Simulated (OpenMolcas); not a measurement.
Ho3+: moving the ligands

Ho3+ with 8 ligands (fluoride) in square antiprismatic coordination (D4d) at 2.33 Å, a polar angle of 55.6° against the regular 57.3°. A charge of +0.625 e stands 3.2 Å behind each ligand. Ligand basis ANO-RCC-VDZP.

| Item | Value |
| --- | --- |
| Program | OpenMolcas |
| Method | CASSCF |
| Basis | ANO-RCC-VTZP [8s7p5d3f2g1h] |
| Scalar Hamiltonian | DKH2, point nucleus |
| Active space | 10 electrons in 7 orbitals (4f) |
| State averaging | 2S+1 = 5 even, 35 roots (30 in the spin-orbit step); 2S+1 = 3 even, 102 roots kept (CI in the orbitals of an earlier block); 2S+1 = 1 even, 31 roots kept (CI in the orbitals of an earlier block) |
| Spin-orbit coupling | state interaction with AMFI integrals over the reference wave functions |

Runs around this geometry, states. Energies in cm-1 above the lowest state or level, χT in cm3 K/mol.

| R (Å) | Ground state | First state of that spin | First gap with spin-orbit (degeneracies) | Width of lowest J | χT at 300 K |
| --- | --- | --- | --- | --- | --- |
| 2.25 | 2S+1 = 5 | 67.1 | 0.3 (1, 1) | 226 | 13.812 |
| 2.33 | 2S+1 = 5 | 50.7 | 0.2 (1, 1) | 176 | 13.851 |
| 2.41 | 2S+1 = 5 | 38.7 | 0.1 (1, 1) | 138 | 13.876 |

Taking the width of the lowest J multiplet as R^-n, n = -ln(138 / 226) / ln(2.41 / 2.25) = 7.2 between the shortest and longest distance.

High states are left out of the spin-orbit mixing, which shifts the levels that they would mix with. Without dynamic correlation the ligand-field splitting of an f shell can come out too small, at times by half. No measured value stands beside these numbers; the geometry is a model, was not optimised and need not be the one that this ion takes.

A state without a sure symmetry label is named by its multiplicity alone.
